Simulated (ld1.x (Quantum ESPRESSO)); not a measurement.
Values are calculated unless marked as measured or tabulated.
**Potentials for B (Z = 5) compared**

Generated with ld1.x 7.5 (TM, RRKJ, ultrasoft, PAW), atompaw 4.2 or ONCVPSP 4.0.1. The cutoff is in Ry: for ld1.x and atompaw files where the sum of valence levels is converged to 10 mRy in a Bessel basis, for ONCV files where the hardest occupied wave has 1 mHa per electron of residual kinetic energy. The error is the largest all-electron minus pseudo excitation energy over each file’s own four to seven test configurations (ionisations up to +4, promotions, holes and added fractions of an electron), all of which were solved. The labels leave out finer settings (local radius, basis sizes, second energies), which also bear on the numbers. Spin-polarised tests are not counted. The rows are a selection from randomly drawn settings: files with unsolved tests, undetermined cutoffs or missed reference levels are left out.

| potential | cutoff (Ry) | largest error (meV) | bound ghosts |
| --- | --- | --- | --- |
| ultrasoft, PBE, scalar-relativistic, rc 1.35/2.00/1.86 (spd), local d, core correction no, reference 2s1.5 2p0 | 12 | +164 | none |
| RRKJ, PBE, non-relativistic, rc 1.40/2.20/1.95 (spd), local s, core correction yes, reference 2s1 2p0 | 18 | +354 | none |
| PAW, PBE, scalar-relativistic, rc 1.65/2.00 (sp), local smoothed, core correction yes, reference 2s2 2p1 | 15 | -2.7 | none |
| RRKJ, PBE, non-relativistic, rc 1.45/2.60 (sp), local s, core correction yes, reference 2s2 2p1 | 21 | +203 | none |

Question: Fill in the row for B: RRKJ, LDA (PZ), scalar-relativistic, rc 1.55/2.90/2.55 (spd), local p, core correction no, reference 2s2 2p1.

Answer: cutoff 30 Ry, largest error +263 meV, bound ghosts: none.

Question: Fill in the row for B: TM, LDA (PZ), scalar-relativistic, rc 1.70/2.45/2.20 (spd), local s, core correction no, reference 2s1.75 2p1.25.

Answer: cutoff 18 Ry, largest error +213 meV, bound ghosts: none.
